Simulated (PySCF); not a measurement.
## Computed properties of B(F)(H)(NCO) (CHBFNO), SMILES O=C=NBF

B(F)(H)(NCO) (CHBFNO), SMILES B(N=C=O)F. Geometry optimised at B3LYP-D3(BJ)/def2-SVP. One conformer was computed; it need not be the lowest. All values are computed for the isolated molecule unless a solvent is named; none is compared with measurement here.

**Structure.** The optimised structure has Cs symmetry. All 12 harmonic modes at B3LYP-D3(BJ)/def2-SVP (PySCF) are real, so it is a minimum. With heavy atoms numbered as in [BH:1]([F:2])[N:4]=[C:5]=[O:6], the shortest bond between them is C5–O6 at 1.167 Å and the longest B1–N4 at 1.415 Å.

**Vibrations.** The strongest infrared lines (harmonic, unscaled, degenerate partners summed) lie at 2464 cm⁻¹ (1433 km/mol, C 68 %, N 20 %, O 12 %), 1334 cm⁻¹ (416 km/mol, B 57 %, F 21 %, H 10 %), 1631 cm⁻¹ (197 km/mol, N 50 %, O 28 %, B 18 %). The softest mode is at 52 cm⁻¹ and the zero-point energy is 18.4 kcal/mol.

**Electronic structure.** PBE0/def2-TZVPD (PySCF) places the frontier levels at -9.17 and -1.47 eV, a gap of 7.70 eV, and gives a dipole moment of 0.94 D and a mean polarisability of 37.3 bohr³.

**Excitations.** TDA-B3LYP/def2-SVPD (PySCF) has S1 at 5.75 eV (215 nm, f = 0.003, weak); the most intense of the 10 singlets computed lies at 8.98 eV (f = 0.51). T1 (TDA) is at 5.50 eV, 0.25 eV under S1. No vertical singlet excitation falls in the visible range (under 3.1 eV).

**NMR.** GIAO shifts at PBE0/pcSseg-1 (PySCF) (non-relativistic, atoms alike by connectivity averaged): ¹³C at 130.8 ppm against TMS; ¹H at 4.9 ppm against TMS; ¹⁹F at -40.9 ppm against CFCl3; ¹¹B at 13.3 ppm against BF3.
